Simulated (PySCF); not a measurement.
F4Zr, SMILES [F][Zr+]([F])([F])[F] (connectivity only; charge and spin as stated), charge +1, multiplicity 2.

The structure is a stationary point at PBE-D3(BJ)/def2-SVP. The multiplicity is an assumed one; other spin states were not compared. The def2 effective core potentials stand for the cores of Zr; spin–orbit coupling is left out.

Level of theory: PBE-D3(BJ)/def2-SVP (PySCF).

Frequencies are harmonic and unscaled.

Computed harmonic wavenumbers and intensities:
```
mode  ν (cm⁻¹)  IR (km/mol)  moving atoms (share of kinetic energy)
----  --------  -----------  --------------------------------------
1           65         48.7                         F 69 %, Zr 31 %
2          113          0.0                                 F 100 %
3          125         12.4                         F 80 %, Zr 20 %
4          163          8.1                                  F 93 %
5          260          9.4                          F 91 %, Zr 9 %
6          400          1.8                         F 87 %, Zr 13 %
7          577         44.0                         F 86 %, Zr 14 %
8          740         86.5                         F 85 %, Zr 15 %
9          762        149.1                         F 76 %, Zr 24 %
```
